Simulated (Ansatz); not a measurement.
This Ansatz (a first-principles code) input (wB97M-V/6-31G*) gives -921.50482 Eh with 42 basis functions.

Ansatz 0.2 input:
```yaml
crystal:
  periodic: [false, false, false]
  atoms:
    - {symbol: Cl, position_ang: [0.88672093, -0.05110406, 0.13967274]}
    - {symbol: H, position_ang: [-0.23085986, 0.03659017, 0.76522892]}
    - {symbol: Cl, position_ang: [-0.64909936, -3.05955884, -1.48352688]}
    - {symbol: H, position_ang: [0.05870585, -2.07314117, -1.05290875]}
basis:
  gaussian:
    orbitals: 6-31G*
hamiltonian:
  xc: {name: wB97M-V}
magnetization: {spin_polarized: false}
```

Change:
```diff
- orbitals: 6-31G*
+ orbitals: 6-31G
```

Question: What does the run give now?

Answer: -921.46566 Eh (wB97M-V/6-31G, 30 functions), a change of +39.16 mEh.
